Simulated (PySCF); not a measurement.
Level of theory: PBE-D3(BJ)/def2-TZVP // PBE0-D3(BJ)/def2-SVP (PySCF 2.14.0). Isolated molecules, 0 K electronic values unless said otherwise. One relaxed conformer stands for a flexible species; it need not be the lowest. Excitations are Tamm–Dancoff values on a coarser integration grid. The basis has no diffuse functions, so Rydberg states are missing or too high.

Reference species (SMILES): `[CH3][GeH2][GeH2][GeH2][GeH2][GeH2][CH3]` (neutral, multiplicity 1).

* **T1 excitation (TDA)**: 4.63 eV
* **HOMO**: -6.06 eV

Changed species: `[CH3][GeH2][GeH2][GeH2][GeH2][GeH2][GeH2][CH3]` (n = 6; the reference has n = 5).

Question: Give the shifts of the T1 excitation (TDA) and HOMO.

Answer: the T1 excitation (TDA) falls by 0.25 eV, to 4.38 eV; the HOMO goes up by 0.08 eV, to -5.98 eV.
